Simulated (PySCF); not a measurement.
# C$_{3}$H$_{5}$O, SMILES `O=C(C)[CH2]` (H–C–C–O torsion 180°) (charge 0, multiplicity 2)

Calculation: PBE-D3(BJ)/def2-TZVP run with PySCF 2.14.0.

```yaml
highest_occupied_spin_orbital: -5.67 eV
dipole_moment: 2.98 D
total_energy: -192.3362 Ha
cost: about 5 core-minutes (a rough figure)
```

```xyz
9

C      1.4077    -0.0096     0.0906
C      0.1335     0.3435    -0.4817
C     -1.1224    -0.1808     0.1909
O      0.0767     1.0597    -1.4953
H      1.4911    -0.6361     0.9803
H      2.3139     0.3661    -0.3843
H     -1.1854     0.1871     1.2267
H     -2.0052     0.1504    -0.3663
H     -1.1098    -1.2804     0.2392
```
Charge 0, spin multiplicity 2.
